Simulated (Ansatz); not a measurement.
`[NH2][AlH][SiH3]` and `[NH2][GaH][SiH3]` differ in one element.

Ansatz, PBE0-D4/def2-TZVP geometries, multiplicity 1. Each molecule was computed in one conformer, which needn't be the lowest.

Scalar relativity is left out up to krypton.

| property | `[NH2][AlH][SiH3]` |
| --- | --- |
| HOMO–LUMO gap (ωB97M-V/def2-TZVPP) / eV | 10.06 |
| HOMO energy (B3LYP/def2-TZVPP) / eV | -7.31 |
| size of the dipole moment (B3LYP/def2-TZVPP) / D | 1.55 |
| size of the dipole moment (PBE/def2-TZVPP) / D | 1.63 |
| HOMO–LUMO gap (B3LYP/def2-TZVPP) / eV | 6.02 |
| HOMO–LUMO gap (PBE/def2-TZVPP) / eV | 4.47 |

Task: What does the change do to each property? (Best estimate.)

Result: Ansatz gave: 
| property | `[NH2][GaH][SiH3]` | shift |
| --- | --- | --- |
| HOMO–LUMO gap (ωB97M-V/def2-TZVPP) / eV | 10.23 | 0.17 |
| HOMO energy (B3LYP/def2-TZVPP) / eV | -7.24 | 0.07 |
| size of the dipole moment (B3LYP/def2-TZVPP) / D | 1.16 | -0.39 |
| size of the dipole moment (PBE/def2-TZVPP) / D | 1.30 | -0.33 |
| HOMO–LUMO gap (B3LYP/def2-TZVPP) / eV | 5.86 | -0.16 |
| HOMO–LUMO gap (PBE/def2-TZVPP) / eV | 4.26 | -0.21 |

Dipoles are sizes alone; their direction can turn.

B3LYP here is the variant with VWN-RPA as its local correlation; programs differ in this.
